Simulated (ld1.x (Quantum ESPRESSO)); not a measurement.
**An all-electron radial function and its pseudo partner (Al)**

Columns: radius, all-electron u(r) and pseudo u(r) of the 3s shell (level -7.71 eV) of aluminium in the configuration [Ne] 3s2 3p1; PBEsol, scalar-relativistic, TM scheme, ld1.x (Quantum ESPRESSO) 7.5.

```json
{"r (bohr)": "0.098", "all-electron": "0.1221", "pseudo": "0.0184"}
{"r (bohr)": "0.195", "all-electron": "-0.0697", "pseudo": "0.0373"}
{"r (bohr)": "0.292", "all-electron": "-0.2264", "pseudo": "0.0575"}
{"r (bohr)": "0.390", "all-electron": "-0.2922", "pseudo": "0.0798"}
{"r (bohr)": "0.488", "all-electron": "-0.2800", "pseudo": "0.1049"}
{"r (bohr)": "0.585", "all-electron": "-0.2173", "pseudo": "0.1332"}
{"r (bohr)": "0.682", "all-electron": "-0.1267", "pseudo": "0.1655"}
{"r (bohr)": "0.780", "all-electron": "-0.0226", "pseudo": "0.2029"}
{"r (bohr)": "0.878", "all-electron": "0.0836", "pseudo": "0.2451"}
{"r (bohr)": "0.975", "all-electron": "0.1841", "pseudo": "0.2916"}
{"r (bohr)": "1.072", "all-electron": "0.2764", "pseudo": "0.3418"}
{"r (bohr)": "1.170", "all-electron": "0.3594", "pseudo": "0.3949"}
{"r (bohr)": "1.268", "all-electron": "0.4315", "pseudo": "0.4482"}
{"r (bohr)": "1.365", "all-electron": "0.4922", "pseudo": "0.4988"}
{"r (bohr)": "1.463", "all-electron": "0.5432", "pseudo": "0.5453"}
{"r (bohr)": "1.560", "all-electron": "0.5844", "pseudo": "0.5848"}
{"r (bohr)": "1.658", "all-electron": "0.6171", "pseudo": "0.6171"}
{"r (bohr)": "1.755", "all-electron": "0.6414", "pseudo": "0.6414"}
{"r (bohr)": "1.852", "all-electron": "0.6583", "pseudo": "0.6583"}
{"r (bohr)": "1.950", "all-electron": "0.6688", "pseudo": "0.6688"}
{"r (bohr)": "2.047", "all-electron": "0.6734", "pseudo": "0.6734"}
{"r (bohr)": "2.145", "all-electron": "0.6729", "pseudo": "0.6729"}
{"r (bohr)": "2.242", "all-electron": "0.6681", "pseudo": "0.6681"}
{"r (bohr)": "2.340", "all-electron": "0.6595", "pseudo": "0.6595"}
{"r (bohr)": "2.438", "all-electron": "0.6477", "pseudo": "0.6477"}
{"r (bohr)": "2.535", "all-electron": "0.6335", "pseudo": "0.6335"}
```

Problem. How many radial nodes do the two functions have?

Solution. The all-electron 3s function has n − l − 1 = 2; the pseudo-wave has 0, since the states of the same l below it are removed with the core.

Problem. At about which radius was the pseudo-wave matched?

Solution. 1.85 bohr. The columns agree to 0.0005 from 1.56 bohr on; several derivatives are matched, so the curves merge somewhat inside the radius.

Problem. Is the pseudo-wave norm-conserving?

Solution. Yes: the TM scheme keeps the norm inside the radius equal to the all-electron one, which fixes the energy derivative of the logarithmic derivative at the level.
